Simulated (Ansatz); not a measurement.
Consider the homolysis of the F–Si bond: `N[Si](F)(F)F` → F• + `N[Si](F)F`•.

Program: Ansatz. Geometries: PBE0-D4/def2-TZVP. ΔE: electronic, gas phase. CCSD(T)/CBS is extrapolated from def2-TZVPP and def2-QZVPP, frozen cores. Functionals use def2-TZVPP. No spin–orbit coupling; open shells (•) take unrestricted orbitals. Spin–orbit coupling would lower the free atoms: a little for F. Each species was taken in one conformer, which may not be the lowest.

```csv
level,ΔE (kcal/mol)
LC-ωPBE,162.9
MP2/def2-QZVPP,173.6
```

Task: What does CCSD(T)/CBS give? (Best estimate.)

Result: The calculation gave: +168.4 kcal/mol. The listed levels differ from it by -5.5, 5.2 kcal/mol.

Largest T1 diagnostic among the species: 0.014.

From r2SCAN to r2SCAN0 (25 % exact exchange), in def2-TZVPP and without D4, ΔE moves by −2.6 kcal/mol: exact exchange takes away binding that semilocal exchange gives to molecules. Leaving LDA and LC-ωPBE aside and taking each functional with its dispersion term where it has one, the values, not all of them listed here, spread over 10.4 kcal/mol, from revPBE-D4 to ωB97M-V. LDA lies +23.1 kcal/mol from PBE without D4, its usual overbinding. The D4 term adds +1.1 kcal/mol with B3LYP and +0.6 kcal/mol with PBE0; it sums over pairs of atoms, weighted by their polarisabilities, and B3LYP, whose exchange is more repulsive, gets the larger term.

B3LYP here is the variant with VWN-RPA as its local correlation; programs differ in this.

CCSD(T)/CBS has its own doubt, a few kJ/mol and more with outer-core shells, so smaller differences from it don't rank the levels.
